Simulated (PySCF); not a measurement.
# Radial density of Ni³⁺ (nickel, charge +3)

UHF, [Ar] 3d7, high-spin 4F determinant. Calculation: PySCF 2.14, in aug-cc-pVTZ with one added diffuse shell each of s, p, d, f, g type (9s8p6d4f3g, 118 functions); the non-relativistic Hamiltonian (point nucleus).

| r (bohr) | 4πr²ρ (e/bohr) | 4πr²(ρα − ρβ) |
| --- | --- | --- |
| 0.000960 | 0.1638 | 0.0000 |
| 0.00161 | 0.4466 | 0.0000 |
| 0.00271 | 1.188 | 0.0000 |
| 0.00457 | 3.031 | 0.0001 |
| 0.00768 | 7.205 | 0.0001 |
| 0.0129 | 15.22 | 0.0003 |
| 0.0217 | 26.45 | 0.0007 |
| 0.0365 | 33.67 | 0.0017 |
| 0.0615 | 29.21 | 0.0074 |
| 0.103 | 28.62 | 0.0462 |
| 0.174 | 38.31 | 0.2873 |
| 0.293 | 22.51 | 1.3319 |
| 0.492 | 17.91 | 3.1764 |
| 0.828 | 16.60 | 2.9205 |
| 1.39 | 3.566 | 0.8636 |
| 2.34 | 0.1895 | 0.0544 |
| 3.94 | 0.0007231 | 0.0002 |
